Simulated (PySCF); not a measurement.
## Computed vibrations of PrCl3(H2O)

PrCl3(H2O) (singlet in the valence; each metal's 4f electrons, 2 of them, lie in its core potential, out of spins and levels). PySCF 2.14.0, RKS PBE0, Pr lcecp-1-SVP with ECP48, Cl def2-SVP, O def2-SVP, H def2-SVP; non-relativistic Hamiltonian with scalar-relativistic core potentials where named; density fitting; no spin-orbit coupling. Central differences of gradients.

```xyz
7

Pr    0.0354   -0.0452    0.0452
Cl    1.1500    1.9891    1.1914
Cl   -1.7395   -1.3684    1.3684
Cl    1.1500   -1.1914   -1.9891
O    -1.3417    1.4196   -1.4196
H    -1.5468    2.3485   -1.2492
H    -1.5468    1.2492   -2.3485
```

Run from Python with OMP_NUM_THREADS=2. Where DIIS fails, smearing, a level shift and second-order steps follow.
It took 3.8 min on 2 threads of Intel(R) Xeon(R) Platinum 8259CL CPU @ 2.50GHz (Skylake/Cascade Lake) (shared host).

Problem. What are the harmonic wavenumbers and infrared intensities?

Solution. Modes are labelled in Cs; negative numbers are unstable modes, those under 60 cm⁻¹ near the noise; a finer grid moves soft modes by up to 10 cm⁻¹.
| cm⁻¹ | km/mol | symmetry |
| --- | --- | --- |
| -35 | – | a'' |
| 35 | 24.3 | a' |
| 48 | 28.0 | a' |
| 68 | 1.8 | a'' |
| 69 | 2.8 | a' |
| 133 | 6.4 | a'' |
| 264 | 184.8 | a' |
| 302 | 9.8 | a' |
| 310 | 0.3 | a' |
| 331 | 83.6 | a'' |
| 341 | 177.9 | a' |
| 468 | 76.0 | a'' |
| 1615 | 105.1 | a' |
| 3839 | 155.1 | a' |
| 3932 | 182.7 | a'' |

Problem. Is this a minimum?

Solution. Probably not: 1 unstable, though so soft as to be near the noise; the lowest moves the atoms so:
```
Pr   0.00 -0.01 -0.01
Cl  -0.04  0.05 -0.07
Cl   0.00 -0.03 -0.03
Cl   0.04 -0.07  0.05
O    0.00  0.20  0.20
H    0.56  0.33  0.16
H   -0.56  0.16  0.33
```

An lcecp potential fixes the number of 4f electrons, so in runs with it no electron can move into or out of that shell.
